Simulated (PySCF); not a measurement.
Sn(H)2(SMe)2 (C2H8S2Sn), SMILES C[S][SnH2][S]C.

Geometry optimised at B3LYP-D3(BJ)/def2-SVP. The def2 effective core potentials stand for the cores of Sn; spin–orbit coupling is left out. The values are those of a single conformer.

Level of theory: TDA-PBE/def2-SVPD (PySCF).

Vertical excitations. Gas-phase values at a fixed geometry.

Question: List the lowest excited states. (Estimate from the structure and the level; the computed values follow.)

Answer: 
| state | energy (eV) | λ (nm) | f | main pairs |
|---|---|---|---|---|
| S1 | 3.83 | 324 | 0.007 | HOMO→LUMO 94 % |
| S2 | 4.06 | 306 | 0.021 | HOMO−1→LUMO 93 % |
| S3 | 4.57 | 271 | 0.010 | HOMO→LUMO+1 91 % |
| S4 | 4.65 | 267 | 0.003 | HOMO−1→LUMO+1 91 % |
| S5 | 4.92 | 252 | 0.002 | HOMO→LUMO+2 94 % |
| S6 | 4.98 | 249 | 0.004 | HOMO→LUMO+3 95 % |
| S7 | 5.15 | 241 | 0.002 | HOMO−1→LUMO+3 49 %, HOMO−1→LUMO+2 40 %, HOMO−2→LUMO 8 % |
| S8 | 5.26 | 236 | 0.001 | HOMO−1→LUMO+2 56 %, HOMO−1→LUMO+3 40 % |
| S9 | 5.67 | 219 | 0.071 | HOMO→LUMO+4 46 %, HOMO−2→LUMO 34 % |
| S10 | 5.74 | 216 | 0.027 | HOMO−1→LUMO+4 74 %, HOMO→LUMO+4 15 % |
| T1 | 3.50 | 355 | 0 | HOMO→LUMO 98 % |
| T2 | 3.65 | 340 | 0 | HOMO−1→LUMO 99 % |
| T3 | 4.25 | 292 | 0 | HOMO→LUMO+1 98 % |
| T4 | 4.47 | 277 | 0 | HOMO−1→LUMO+1 96 % |
Triplets are in the Tamm–Dancoff approximation.
